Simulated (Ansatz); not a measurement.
PBE exchange is replaced step by step with exact exchange (0 % is PBE, 25 % PBE0; no dispersion term), basis def2-TZVP, Ansatz. System: BBr₃. Total charge 0; singlet. Geometry: PBE0-D4/def2-SVP.

Geometry of the singlet:

```xyz
4

B    -0.0012    0.0003    0.0009
Br   -0.3315   -1.8675    0.0944
Br    1.1601    0.8232    1.2581
Br   -0.8274    1.0441   -1.3534
```

| exact exchange (%) | HOMO (eV) | LUMO (eV) | gap (eV) |
| --- | --- | --- | --- |
| 0 | -7.01 | -2.93 | 4.08 |
| 5 | -7.27 | -2.77 | 4.50 |
| 10 | -7.53 | -2.60 | 4.92 |
| 15 | -7.79 | -2.44 | 5.35 |
| 25 | -8.31 | -2.11 | 6.20 |
| 35 | -8.83 | -1.77 | 7.06 |

Problem. Fit a straight line to the column «gap (eV)» against the share of exact exchange and predict its value at 50 %.

Solution. With x = exact exchange (%) and y = gap (eV): mean x = 15, mean y = 5.352; Σ(x − x̄)(y − ȳ) = 72.4, Σ(x − x̄)² = 850; slope b = 0.08518, intercept a = ȳ − b·x̄ = 4.074. The residuals of the fitted rows reach 0.01. At x = 50 the line gives 4.074 + (0.08518 × 50) = 8.33; the run gave 8.37, 0.04 more than the line.
